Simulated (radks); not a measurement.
Question: All-electron atom: Te IV in [Kr] 4d10 5s2 5p1 (the NIST ground configuration). Calculated with a radial shooting solver on a logarithmic mesh with Libxc functionals: scalar-relativistic Kohn-Sham, r2SCAN, spin-polarised, spherical densities, finite nucleus; open shells are filled with parallel spins first (spin-orbit coupling, left out, can overturn this in heavy ions); meta-GGA in the generalised Kohn-Sham scheme; Fermi nuclear charge, rms radius 4.7423 fm. Some entries of the table are withheld. Estimate them.

orbital,occ.,eigenvalue (Ry),<r> (bohr)
1s up,1,-2331.092,0.02782
1s down,1,-2331.088,0.02782
2s up,1,-360.6326,0.1198
2s down,1,-360.6322,0.1198
2p up,3,-323.7488,0.1048
2p down,3,-323.7461,0.1048
3s up,1,-74.08540,0.3214
3s down,1,-74.08318,0.3214
3p up,3,-62.01380,0.3198
3p down,3,-62.01074,0.3197
3d up,5,-43.79288,0.2968
3d down,5,-43.78972,0.2967
4s up,1,-14.66394,0.7656
4s down,1,-14.65644,0.7658
4p up,3,-10.90362,0.8211
4p down,3,-10.89700,0.8211
4d up,5,-5.39950,0.9655
4d down,5,-5.38788,0.9622
5s up,1,-3.21080,1.937
5s down,1,-3.10311,1.919
5p up,1,(1),2.220
5p down,0,(2),2.183
5d up,0,-1.26102,3.011
6s up,0,(3),4.206
5d down,0,-1.04585,2.718
4f up,0,-0.78071,3.083

Answer: 
(1) 5p up eigenvalue (Ry): -2.36943
(2) 5p down eigenvalue (Ry): -2.24227
(3) 6s up eigenvalue (Ry): -1.11328
